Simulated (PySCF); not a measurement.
CH7OPSi, SMILES O(C)[SiH2]P. Atoms are numbered in the order given.

```xyz
11

Si     0.1932     0.8848    -0.1987
P      1.4988    -0.8402     0.5246
O     -1.2703     0.2995    -0.7381
C     -2.1783    -0.4306     0.0556
H      0.7725     1.6366    -1.3413
H      0.0123     1.7962     0.9748
H      2.5901     0.0333     0.8289
H      1.9868    -1.1599    -0.7797
H     -2.5545     0.1682     0.9066
H     -3.0386    -0.7177    -0.5684
H     -1.7231    -1.3529     0.4624
```

Geometry optimised at B3LYP-D3(BJ)/def2-SVP. One conformer was computed; it need not be the lowest.

Method: B3LYP-D3(BJ)/def2-SVP in PySCF 2.14.0.

Frequencies are harmonic and unscaled.

Question: Give all harmonic wavenumbers and intensities. (Estimate from the structure and the level; the computed values follow.)

Answer: 
| mode | ν (cm⁻¹) | IR (km/mol) | moving atoms (share of kinetic energy) |
|---|---|---|---|
| 1 | 83 | 3.7 | H 35 %, C 29 %, P 17 %, Si 9 %, O 9 % |
| 2 | 100 | 0.1 | H 93 % |
| 3 | 125 | 4.9 | H 87 % |
| 4 | 174 | 7.7 | O 41 %, H 24 %, C 14 %, P 12 % |
| 5 | 263 | 4.5 | O 43 %, H 24 %, Si 14 %, C 11 % |
| 6 | 430 | 11.7 | Si 41 %, P 41 %, H 16 % |
| 7 | 475 | 19.1 | H 91 % |
| 8 | 652 | 19.6 | H 81 %, P 9 % |
| 9 | 714 | 29.7 | H 78 %, Si 15 % |
| 10 | 761 | 11.6 | H 30 %, O 28 %, Si 24 %, C 17 % |
| 11 | 775 | 36.8 | H 87 % |
| 12 | 893 | 346.1 | H 81 %, Si 16 % |
| 13 | 946 | 121.3 | H 93 % |
| 14 | 1091 | 19.9 | H 97 % |
| 15 | 1151 | 180.2 | O 42 %, C 33 %, H 23 % |
| 16 | 1177 | 1.5 | H 76 %, C 19 % |
| 17 | 1210 | 82.1 | H 56 %, C 22 %, O 21 % |
| 18 | 1475 | 2.1 | H 95 % |
| 19 | 1475 | 4.9 | H 97 % |
| 20 | 1480 | 10.7 | H 89 %, C 10 % |
| 21 | 2188 | 128.9 | H 97 % |
| 22 | 2248 | 112.5 | H 97 % |
| 23 | 2370 | 45.6 | H 97 % |
| 24 | 2386 | 54.2 | H 97 % |
| 25 | 2986 | 58.3 | H 97 % |
| 26 | 3053 | 40.5 | H 90 %, C 10 % |
| 27 | 3107 | 31.7 | H 91 %, C 9 % |
